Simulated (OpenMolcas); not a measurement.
# W5+: moving or changing the point charges

W5+ among 4 point charges of -2 e arranged as a square (D4h), 1.8 Å from the ion.

| Quantity | Value |
| --- | --- |
| Program | OpenMolcas |
| Method | SS-CASPT2, IPEA 0.25 Eh, imaginary shift 0.1 Eh (closed shells correlated: 4f 5s 5p) |
| Basis | ANO-RCC-VDZP [7s6p4d2f1g] |
| Scalar Hamiltonian | DKH2, point nucleus |
| Active space | 1 electron in 5 orbitals (5d) |
| State averaging | 2S+1 = 2 even, 5 roots |
| Spin-orbit coupling | state interaction with AMFI integrals over the reference wave functions |

Runs around this geometry, states (labels of D4, the rotations of D4h). Energies in cm-1 above the lowest state or level, χT in cm3 K/mol.

| R (Å) | q (e) | Ground state | First state of that spin | First gap with spin-orbit (degeneracies) | χT at 300 K |
| --- | --- | --- | --- | --- | --- |
| 1.8 | -1.3 | 2A1 | 2E 4640 | 8660 (2, 2) | 0.126 |
| 1.69 | -2 | 2A1 | 2E 15580 | 15560 (2, 2) | 0.175 |
| 1.8 | -2 | 2A1 | 2E 11770 | 12670 (2, 2) | 0.126 |
| 1.98 | -2 | 2A1 | 2E 7880 | 10500 (2, 2) | 0.102 |

Taking the first state of the same spin as R^-n, n = -ln(7880 / 15580) / ln(1.98 / 1.69) = 4.3 between the shortest and longest distance.

Scaling the charges by -1.3 / -2 = 0.65 scales the first state of the same spin by 4640 / 11770 = 0.39; with fixed orbitals a first-order splitting would follow the charge.

Free-ion shares, where given, are those of the reference states; single-state CASPT2 does not remix them. Spin-orbit coupling mixes the spin-free states strongly: the lowest level takes only 65 % from its leading state, 2A1 (holds for R = 1.8, q = -1.3). Point charges carry no covalency, so the field is a model and not that of real ligands. No measured value stands beside these numbers.
